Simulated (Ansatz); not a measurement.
Compare A (`CC=C([SiH3])[SiH3]`) with its isomer B (`C1C[SiH2][SiH2]C1`).

Program: Ansatz. Geometries: PBE0-D4/def2-TZVP. ΔE: electronic, gas phase. CBS: MP2 limit from def2 TZ/QZ plus the TZ coupled-cluster correction, frozen cores. DFT in def2-TZVPP. B3LYP here is the variant with VWN-RPA as its local correlation; programs differ in this.

Problem. Which is lower in electronic energy at CCSD(T)/CBS, and by how much? (An estimate is asked.)

Solution. Computed: B, by 81.1 kJ/mol.

Problem. Give E(B) − E(A) in kJ/mol with r2SCAN-D4, MP2/def2-TZVPP, B2PLYP, ωB97M-V, B3LYP, CCSD/def2-TZVPP, B3LYP-D4. (An estimate is asked.)

Solution. Computed: r2SCAN-D4 -87.4, MP2/def2-TZVPP -82.6, B2PLYP -70.3, ωB97M-V -82.1, B3LYP -65.2, CCSD/def2-TZVPP -78.8, B3LYP-D4 -68.7. None reverses the order clearly.

Largest T1 diagnostic: 0.012.

From PBE to PBE0 (25 % exact exchange), in def2-TZVPP and without D4, E(B) − E(A) moves by −8.0 kJ/mol. The D4 term adds −3.5 kJ/mol with B3LYP and −1.5 kJ/mol with PBE0; it sums over pairs of atoms, weighted by their polarisabilities, and B3LYP, whose exchange is more repulsive, gets the larger term.
